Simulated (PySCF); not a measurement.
C₃H₅N₂, SMILES c1c[nH][nH+]c1, charge +1.

Geometry: TPSSh-D3(BJ)/def2-SVP. The isomer is the one that the SMILES or the coordinates give; other isomers of the formula were not compared.

Computed with TDDFT-M06-2X/def2-SVPD run with PySCF.

Vertical excitations.  State labels are in the subgroup C2v.

Computed UV-visible absorptions:
```csv
state,symmetry,energy (eV),λ (nm),f,main pairs
S1,B2,6.47,192,0.149,HOMO→LUMO 95 %
S2,A1,7.59,163,0.105,HOMO−1→LUMO 92 %
S3,B1,8.24,151,0.000,HOMO→LUMO+1 97 %
S4,A2,8.68,143,0.000,HOMO−1→LUMO+1 96 %
S5,A1,8.93,139,0.292,HOMO→LUMO+2 91 %
S6,B1,9.07,137,0.005,HOMO−2→LUMO 96 %
S7,A2,9.23,134,0.000,HOMO→LUMO+3 93 %
S8,B2,9.49,131,0.240,HOMO−1→LUMO+2 94 %
S9,B1,9.51,130,0.076,HOMO→LUMO+4 91 %
S10,B1,9.65,129,0.007,HOMO−1→LUMO+3 87 %
T1,B2,4.82,257,0,HOMO→LUMO 99 %
T2,A1,5.14,241,0,HOMO−1→LUMO 96 %
T3,A1,6.74,184,0,HOMO→LUMO+2 96 %
T4,B2,8.14,152,0,HOMO−1→LUMO+2 89 %
```
Triplets are in the Tamm–Dancoff approximation, which puts them higher than full response would, so one can lie above its singlet here.
